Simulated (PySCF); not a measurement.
# Rh²⁺: interval between two levels

Rh²⁺ [Kr] 4d7 [4F9/2, M_J = 9/2] → Rh²⁺ [Kr] 4d6 5p1 [6F11/2, M_J = 11/2], as a difference of total energies. Computed with PySCF 2.14 in x2c-TZVPall-2c (8s9p7d1f, 77 functions), with the two-component X2C-1e Hamiltonian. Correlated levels: [Ar] 3d10 frozen; the 6 highest virtual spinors dropped. "Screened" scales the spin-orbit matrix elements by Boettger's factors to mimic the two-electron term; Breit and QED terms are absent.

```json
{"method": "GHF (spin-free)", "interval between two levels (cm⁻¹)": "89270"}
{"method": "GMP2 (spin-free)", "interval between two levels (cm⁻¹)": "93212"}
{"method": "GHF (screened spin-orbit)", "interval between two levels (cm⁻¹)": "90718"}
{"method": "GMP2 (screened spin-orbit)", "interval between two levels (cm⁻¹)": "94753"}
```

The labels give the starting determinants; with spin-orbit coupling the two ends relaxed to ⟨J²⟩ = 24.76, ⟨L²⟩ = 12.16, ⟨S²⟩ = 3.71 and ⟨J²⟩ = 35.76, ⟨L²⟩ = 12.13, ⟨S²⟩ = 8.69.
